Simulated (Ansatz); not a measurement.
```yaml
crystal:
  periodic: [false, false, false]
  atoms:
    - {symbol: I, position_ang: [-2.137235, -1.359283, 1.062094]}
    - {symbol: C, position_ang: [-1.619582, 4.175959, 2.087582]}
    - {symbol: C, position_ang: [-0.964929, 4.228309, 0.848331]}
    - {symbol: C, position_ang: [-0.398052, 3.062227, 0.298065]}
    - {symbol: C, position_ang: [-0.511751, 1.876431, 1.025478]}
    - {symbol: I, position_ang: [0.664881, 0.162249, 0.181746]}
    - {symbol: C, position_ang: [0.902780, -1.776235, -0.937878]}
    - {symbol: C, position_ang: [1.535578, -1.630145, -2.173382]}
    - {symbol: C, position_ang: [1.884662, -2.800964, -2.874270]}
    - {symbol: C, position_ang: [1.592743, -4.060770, -2.330852]}
    - {symbol: C, position_ang: [0.949149, -4.165002, -1.086121]}
    - {symbol: C, position_ang: [0.583436, -3.006703, -0.376661]}
    - {symbol: C, position_ang: [-1.168371, 1.784443, 2.248977]}
    - {symbol: C, position_ang: [-1.717099, 2.961576, 2.788066]}
    - {symbol: H, position_ang: [-2.067426, 5.088675, 2.509275]}
    - {symbol: H, position_ang: [-0.900433, 5.175564, 0.290703]}
    - {symbol: H, position_ang: [0.115397, 3.093627, -0.675700]}
    - {symbol: H, position_ang: [1.757406, -0.636837, -2.594675]}
    - {symbol: H, position_ang: [2.374832, -2.716691, -3.856662]}
    - {symbol: H, position_ang: [1.860137, -4.972096, -2.887145]}
    - {symbol: H, position_ang: [0.721788, -5.153439, -0.657737]}
    - {symbol: H, position_ang: [0.041867, -3.068580, 0.582123]}
    - {symbol: H, position_ang: [-1.271560, 0.817174, 2.766269]}
    - {symbol: H, position_ang: [-2.228218, 2.920521, 3.762374]}
basis:
  gaussian: {orbitals: def2-TZVP}
magnetization: {spin_polarized: true, initial_magnetization: 2}
hamiltonian: {xc: pbe0, dispersion: d4}
scf: {omitted_lower_state_checks: [starts]}
output: {orbitals: {seedname: orbitals}}
```

```sh
$ ansatz run in.yaml --threads 4 --pin off --events-out ev --progress --plain --max-ram 6963MiB
```

Task: Does this run fit into the memory that it is given?

Result: No. It has 532 basis functions, and Ansatz plans for 10 GiB where 7 GiB are given.
